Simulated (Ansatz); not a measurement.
`C[N](C)[Sn][N](C)C`. The species carries charge 0 and has multiplicity 1. Sn: def2 effective core potential. The structure was optimised at the PBE0-D4/def2-TZVP level. It is one conformer, not always the lowest.

```xyz
19

C    -0.007   -0.520    1.835
N    -0.562    0.702    1.320
C    -0.800    1.678    2.351
Sn   -1.167    1.115   -0.585
N     0.034   -0.199   -1.584
C    -0.331   -0.596   -2.919
C     1.309   -0.726   -1.181
H     1.016   -0.390    2.223
H     0.020   -1.292    1.066
H    -0.616   -0.902    2.669
H    -1.435    1.275    3.155
H     0.134    2.022    2.820
H    -1.301    2.562    1.943
H     0.446   -0.328   -3.651
H    -1.262   -0.111   -3.229
H    -0.488   -1.682   -2.999
H     2.079   -0.497   -1.933
H     1.632   -0.289   -0.236
H     1.297   -1.821   -1.063
```

(1) What is the dipole moment at r2SCAN/def2-TZVPP? (Estimate.)

(2) And with PBE, B3LYP, ωB97M-V? (Best estimate.)

(3) Give the Mulliken charges with r2SCAN, PBE, B3LYP in def2-TZVPP. (Estimate.)

Answers

(1) Computed: 0.50 D, with components (0.34, -0.33, 0.17) D in this frame, pointing from negative to positive charge.

(2) Ansatz gave: PBE 0.49 D, B3LYP 0.24 D, ωB97M-V 0.15 D.

(3) Ansatz gave: 
```tsv
atom	r2SCAN	PBE	B3LYP
C1	-0.04	-0.17	-0.17
N2	-0.43	-0.34	-0.41
C3	-0.02	-0.16	-0.15
Sn4	0.48	0.41	0.51
N5	-0.43	-0.34	-0.41
C6	-0.02	-0.16	-0.15
C7	-0.04	-0.17	-0.17
H8	0.04	0.08	0.08
H9	0.05	0.09	0.09
H10	0.04	0.08	0.08
H11	0.03	0.07	0.07
H12	0.04	0.08	0.08
H13	0.03	0.07	0.07
H14	0.03	0.07	0.07
H15	0.03	0.07	0.07
H16	0.04	0.08	0.08
H17	0.04	0.08	0.08
H18	0.05	0.09	0.09
H19	0.04	0.08	0.08
```

B3LYP here is the variant with VWN-RPA as its local correlation; programs differ in this.
